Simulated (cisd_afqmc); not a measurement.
Input (AFQMC/CISD/def2-SVP; cisd_afqmc is a phaseless AFQMC code with CISD trial states that reads the integrals written by Ansatz):

Ansatz 0.2 input:
```python
import cisd_afqmc

open("ham.yaml", "w").write("""\
crystal:
  periodic: [false, false, false]
  atoms:
    - {symbol: Ge, position_ang: [0.01702322, 0.00004286, 1.24039677]}
    - {symbol: I, position_ang: [1.01958355, -1.73557282, -0.38846274]}
    - {symbol: I, position_ang: [-1.02986172, 1.73554695, -0.36045607]}
basis:
  gaussian:
    orbitals: def2-SVP
magnetization: {spin_polarized: false}
correlation: {method: ccsd, electrons: outside_noble_gas, hamiltonian_folder: ham}
""")
rep = cisd_afqmc.ansatz("ham.yaml")
e_ccsd = rep["correlation"]["coupled_cluster"]["energy"]["hartree"]
out = cisd_afqmc.run("ham", e_ccsd, trial="CISD", walkers=100, populations=8, threads=8, dt=0.005, steps=40, early=36, settle=10, least=32,
    cut=5e-5, rank_cut=2e-4, target=0.0004, seconds=1500, seed=1, memory=17280, gpu=False)
```

Output:

```
orbitals 52, occupied [9], factors 306 of 985, rank of the doubles 167 of 387
E(HF) = -2668.488172
E(CCSD) on the cut factors = -2668.781959, shift to the whole factors -0.000003
Energy of the trial state on the determinant = -2668.781888
  tau behind 10.8 of longer steps, mean of the populations' last blocks
   2.0  -2668.79349
   4.0  -2668.79362
   6.0  -2668.79439
   8.0  -2668.79381
blocks 334 (0 outliers left out), error by blocks joined: 1: 0.00021, 2: 0.00026, 4: 0.00034, 8: 0.00039, 16: 0.00039
E(AFQMC/CISD) = -2668.79373 +/- 0.00039
```
